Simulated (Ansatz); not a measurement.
PBE exchange is replaced step by step with exact exchange (0 % is PBE, 25 % PBE0; no dispersion term), basis def2-SVP, Ansatz. System: In3O10H11, a hydroxylated oxide cluster. Charge 0, multiplicity 1. Geometry: r2SCAN-D4/def2-SVP.

Geometry of the singlet:

```tsv
atom	x (Å)	y (Å)	z (Å)
In1	-1.235	-0.656	-1.328
In2	-1.487	0.625	1.559
In3	1.715	-0.115	-0.040
O4	3.114	0.351	-1.863
O5	0.758	-1.634	-1.182
O6	3.616	-0.524	0.521
O7	-1.938	-1.400	-3.046
O8	-1.517	-1.380	0.681
O9	0.216	0.948	-1.036
O10	-2.616	0.717	-0.356
O11	-2.491	0.678	3.296
O12	0.639	-0.072	1.819
O13	-0.549	2.393	0.969
H14	2.852	-0.242	-2.584
H15	3.879	-0.069	-1.422
H16	0.839	-2.585	-1.038
H17	3.701	-0.848	1.427
H18	-2.894	-1.249	-3.088
H19	-0.775	-1.894	1.033
H20	-0.106	1.698	-0.436
H21	-2.558	1.619	-0.705
H22	-3.132	-0.047	3.311
H23	1.073	0.505	2.467
H24	-1.102	3.182	1.042
```

In the def2 sets In takes a core potential; there is no spin–orbit coupling.

| exact exchange (%) | HOMO (eV) | LUMO (eV) | gap (eV) |
| --- | --- | --- | --- |
| 0 | -5.81 | -2.49 | 3.32 |
| 5 | -6.15 | -2.33 | 3.83 |
| 10 | -6.51 | -2.16 | 4.34 |
| 15 | -6.86 | -1.99 | 4.87 |
| 25 | -7.58 | -1.65 | 5.93 |
| 35 | -8.31 | -1.31 | 7.00 |
| 50 | -9.42 | -0.78 | 8.64 |
